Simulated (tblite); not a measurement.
Record of a relaxation.

Species: C4H8BFP (doublet state).
Bonds: C1–C2 (double), C2–C3, C3–C4, C4–B5, B5–F6, B5–P7. Hydrogens: H8, H9 on C1; H10 on C2; H11 on C3; H12, H13 on C4; H14, H15 on P7.
Bond orders are those of one Lewis drawing.

Computed with GFN2-xTB (tblite), gas phase: L-BFGS steps from a force-field or distance-geometry start until the largest atomic force falls under 0.01 eV/Å. 7 of its 185 geometries are shown.

Step 0: E = -571.9646 eV, largest atomic force 3.857 eV/Å
```
atom  x, y, z in Å  |  force x, y, z in eV/Å
C1     -3.184   -0.314    0.290   -0.846   0.014   0.135
C2     -2.047    0.299   -0.020    1.913  -1.860   0.364
C3     -0.727   -0.429    0.163   -1.387   3.519   0.753
C4      0.434    0.407   -0.377    0.451  -1.180   0.138
B5      1.775   -0.454   -0.294    0.271  -1.800  -1.506
F6      1.883   -1.682   -1.056   -0.277   2.613   1.763
P7      3.263    0.160    0.766    0.656  -0.370  -1.135
H8     -4.127    0.219    0.165    0.211  -0.398   0.174
H9     -3.200   -1.333    0.669   -0.100   0.373  -0.183
H10    -2.069    1.311   -0.387    0.260  -0.035  -0.368
H11    -0.586   -0.672    1.232   -0.051  -0.718  -0.932
H12     0.545    1.322    0.237   -0.127  -0.231  -0.285
H13     0.249    0.681   -1.418   -0.210   0.111   0.112
H14     3.583    1.254   -0.129   -0.260  -0.760   0.567
H15     4.205   -0.760    0.171   -0.504   0.721   0.403
```

Step 31: E = -573.2317 eV, largest atomic force 0.162 eV/Å
```
atom  x, y, z in Å  |  force x, y, z in eV/Å
C1     -3.179   -0.306    0.377    0.042  -0.003  -0.027
C2     -2.032    0.277   -0.091    0.057  -0.008  -0.007
C3     -0.756   -0.181    0.170    0.021  -0.052   0.152
C4      0.479    0.501   -0.335   -0.042  -0.025   0.053
B5      1.757   -0.439   -0.241   -0.006  -0.012  -0.097
F6      1.680   -1.665   -0.734   -0.020   0.034   0.038
P7      3.337    0.019    0.719    0.021  -0.024  -0.010
H8     -4.152    0.080    0.133    0.039   0.020   0.024
H9     -3.135   -1.183    0.998   -0.008  -0.005  -0.018
H10    -2.116    1.170   -0.700   -0.054  -0.036  -0.041
H11    -0.621   -1.053    0.799   -0.072   0.104  -0.082
H12     0.637    1.426    0.236   -0.003   0.003   0.007
H13     0.291    0.823   -1.366    0.043  -0.009   0.005
H14     3.582    1.237    0.113   -0.029  -0.027   0.007
H15     4.223   -0.698   -0.064    0.013   0.039  -0.006
```

Step 61: E = -573.2676 eV, largest atomic force 0.111 eV/Å
```
atom  x, y, z in Å  |  force x, y, z in eV/Å
C1     -3.170   -0.305    0.285   -0.003  -0.002  -0.010
C2     -2.002    0.237   -0.175    0.003  -0.089  -0.066
C3     -0.757   -0.103    0.312    0.006   0.008  -0.002
C4      0.521    0.481   -0.179   -0.003   0.052   0.024
B5      1.733   -0.552   -0.239   -0.050   0.042   0.009
F6      1.539   -1.772   -0.706    0.021   0.025  -0.014
P7      3.410   -0.106    0.549   -0.034  -0.027   0.009
H8     -4.122   -0.001   -0.110   -0.013  -0.025   0.023
H9     -3.160   -1.059    1.053   -0.045   0.044  -0.011
H10    -2.057    0.972   -0.970    0.034  -0.013   0.026
H11    -0.692   -0.815    1.121    0.001  -0.009   0.020
H12     0.814    1.304    0.488   -0.018   0.041   0.021
H13     0.347    0.938   -1.159    0.019  -0.023   0.027
H14     3.362    1.242    0.249    0.072  -0.015  -0.030
H15     4.231   -0.451   -0.505    0.009  -0.010  -0.027
```

Step 92: E = -573.3282 eV, largest atomic force 0.138 eV/Å
```
atom  x, y, z in Å  |  force x, y, z in eV/Å
C1     -3.142   -0.421    0.130    0.010  -0.135   0.025
C2     -1.929    0.071   -0.266    0.020   0.036   0.070
C3     -0.791    0.052    0.518   -0.006  -0.108   0.010
C4      0.513    0.651    0.130   -0.006   0.016   0.050
B5      1.645   -0.421   -0.221   -0.001   0.053   0.036
F6      1.309   -1.529   -0.851   -0.026  -0.086  -0.030
P7      3.459   -0.230    0.335   -0.060  -0.047   0.080
H8     -4.016   -0.374   -0.497    0.095   0.018   0.035
H9     -3.243   -0.895    1.091   -0.067   0.008  -0.005
H10    -1.869    0.535   -1.241    0.059   0.071  -0.049
H11    -0.818   -0.457    1.474   -0.036   0.071  -0.056
H12     0.866    1.302    0.940    0.024  -0.010  -0.062
H13     0.369    1.277   -0.754   -0.018   0.076  -0.035
H14     3.591    1.116    0.057    0.007   0.024  -0.026
H15     4.051   -0.668   -0.832    0.005   0.014  -0.043
```

Step 123: E = -573.3421 eV, largest atomic force 0.024 eV/Å
```
atom  x, y, z in Å  |  force x, y, z in eV/Å
C1     -3.062   -0.527    0.075   -0.021  -0.004   0.000
C2     -1.876    0.063   -0.256   -0.010   0.010  -0.003
C3     -0.786    0.155    0.586    0.006  -0.005   0.004
C4      0.514    0.755    0.189   -0.004  -0.010  -0.007
B5      1.567   -0.377   -0.222   -0.004   0.014  -0.006
F6      1.143   -1.448   -0.865    0.003  -0.006  -0.006
P7      3.400   -0.317    0.296   -0.011  -0.017   0.013
H8     -3.890   -0.552   -0.609    0.016  -0.006   0.003
H9     -3.205   -0.983    1.039    0.001   0.003   0.002
H10    -1.782    0.505   -1.242   -0.004   0.001  -0.004
H11    -0.841   -0.294    1.567    0.015   0.011  -0.002
H12     0.923    1.360    1.003   -0.001   0.008   0.004
H13     0.363    1.418   -0.669   -0.010  -0.003   0.005
H14     3.610    1.021    0.022    0.006   0.005   0.006
H15     3.919   -0.771   -0.900    0.017  -0.002  -0.010
```

Step 153: E = -573.3989 eV, largest atomic force 0.447 eV/Å
```
atom  x, y, z in Å  |  force x, y, z in eV/Å
C1     -2.743   -0.817    0.194   -0.107  -0.069  -0.021
C2     -1.732   -0.007   -0.194    0.322   0.200   0.063
C3     -0.583    0.347    0.528   -0.099  -0.032  -0.204
C4      0.462    1.211   -0.077   -0.061  -0.088   0.062
B5      1.353   -0.049   -0.471   -0.227  -0.233  -0.306
F6      0.957   -0.812   -1.498    0.128   0.212   0.106
P7      2.779   -0.711    0.601    0.216   0.188   0.081
H8     -3.599   -0.949   -0.450    0.070  -0.078   0.122
H9     -2.736   -1.349    1.126    0.004   0.002   0.119
H10    -1.824    0.449   -1.170    0.033   0.071  -0.087
H11    -0.396   -0.041    1.520   -0.129   0.007  -0.069
H12     0.928    1.865    0.653    0.053   0.071   0.049
H13     0.084    1.789   -0.919   -0.004  -0.058   0.050
H14     3.579    0.440    0.586   -0.176  -0.298  -0.013
H15     3.466   -1.359   -0.415   -0.022   0.103   0.048
```

Step 184: E = -573.4881 eV, largest atomic force 0.010 eV/Å
```
atom  x, y, z in Å  |  force x, y, z in eV/Å
C1     -2.563   -0.865    0.290    0.006   0.003   0.000
C2     -1.640   -0.034   -0.250   -0.004   0.002   0.000
C3     -0.507    0.427    0.430    0.008   0.000   0.003
C4      0.498    1.331   -0.161   -0.005   0.003   0.002
B5      1.266    0.009   -0.607   -0.009   0.001  -0.003
F6      0.982   -0.505   -1.806    0.003  -0.006  -0.002
P7      2.397   -0.998    0.557    0.005  -0.003  -0.006
H8     -3.427   -1.183   -0.264   -0.001  -0.001   0.001
H9     -2.462   -1.231    1.298   -0.002  -0.001  -0.001
H10    -1.774    0.308   -1.268    0.001   0.000  -0.004
H11    -0.352    0.105    1.451   -0.002  -0.005   0.004
H12     0.995    1.959    0.571   -0.002   0.004   0.002
H13     0.108    1.919   -0.988    0.004   0.001  -0.002
H14     3.091    0.056    1.124    0.000  -0.003  -0.003
H15     3.385   -1.290   -0.364   -0.003   0.005   0.008
```

Task: Summarise the path.

Result: The energy falls by 35.13 kcal/mol from step 0 to step 184; nine tenths of that is first reached at step 103. It rises by more than 0.2 meV at steps 148, 155, 157 and 159. The largest force goes from 3.857 to 0.010 eV/Å. Among the bonds C2–C3 changes most, from 1.519 to 1.399 Å; the atoms move by 1.152 Å rms after alignment.

Task: Follow the three bonds and two angles with the largest change from start to end.

Result: 
| step | E above end (kcal/mol) | largest force (eV/Å) | C2–C3 (Å) | B5–F6 (Å) | P7–H14 (Å) | C3–C4–B5 (°) | C2–C3–C4 (°) |
| --- | --- | --- | --- | --- | --- | --- | --- |
| 0 | 35.13 | 3.857 | 1.519 | 1.449 | 1.450 | 108.9 | 110.8 |
| 8 | 9.93 | 0.510 | 1.386 | 1.316 | 1.387 | 116.8 | 120.2 |
| 16 | 7.55 | 0.312 | 1.383 | 1.317 | 1.390 | 114.7 | 121.4 |
| 24 | 6.30 | 0.144 | 1.378 | 1.321 | 1.382 | 112.1 | 121.8 |
| 32 | 5.87 | 0.087 | 1.380 | 1.322 | 1.382 | 112.0 | 123.2 |
| 40 | 5.76 | 0.046 | 1.379 | 1.323 | 1.381 | 112.4 | 123.8 |
| 48 | 5.65 | 0.105 | 1.380 | 1.323 | 1.381 | 112.5 | 124.3 |
| 56 | 5.24 | 0.109 | 1.378 | 1.323 | 1.382 | 113.1 | 123.9 |
| 64 | 4.95 | 0.169 | 1.378 | 1.321 | 1.383 | 114.5 | 124.0 |
| 72 | 4.45 | 0.077 | 1.380 | 1.319 | 1.382 | 115.1 | 123.9 |
| 80 | 4.25 | 0.104 | 1.378 | 1.318 | 1.380 | 115.5 | 123.3 |
| 88 | 3.94 | 0.106 | 1.380 | 1.320 | 1.386 | 115.1 | 123.1 |
| 96 | 3.57 | 0.058 | 1.381 | 1.321 | 1.382 | 113.5 | 124.4 |
| 104 | 3.48 | 0.065 | 1.380 | 1.321 | 1.384 | 112.7 | 123.9 |
| 112 | 3.42 | 0.052 | 1.379 | 1.320 | 1.381 | 111.8 | 123.4 |
| 120 | 3.37 | 0.031 | 1.380 | 1.320 | 1.383 | 111.0 | 123.5 |
| 128 | 3.36 | 0.021 | 1.380 | 1.320 | 1.383 | 111.1 | 123.7 |
| 136 | 3.34 | 0.021 | 1.381 | 1.320 | 1.382 | 111.1 | 123.6 |
| 144 | 3.27 | 0.108 | 1.384 | 1.322 | 1.381 | 108.1 | 123.3 |
| 152 | 2.58 | 0.287 | 1.391 | 1.334 | 1.389 | 95.7 | 121.5 |
| 160 | 1.16 | 0.212 | 1.401 | 1.335 | 1.390 | 85.5 | 121.6 |
| 168 | 0.20 | 0.155 | 1.404 | 1.333 | 1.388 | 84.1 | 123.6 |
| 176 | 0.02 | 0.033 | 1.399 | 1.335 | 1.384 | 86.0 | 124.0 |
| 184 | 0.00 | 0.010 | 1.399 | 1.335 | 1.384 | 86.1 | 123.9 |

What follows is the cost of the whole relaxation. On one thread, Arm Neoverse V2 (aarch64) (shared host), this took 1.0 s wall.
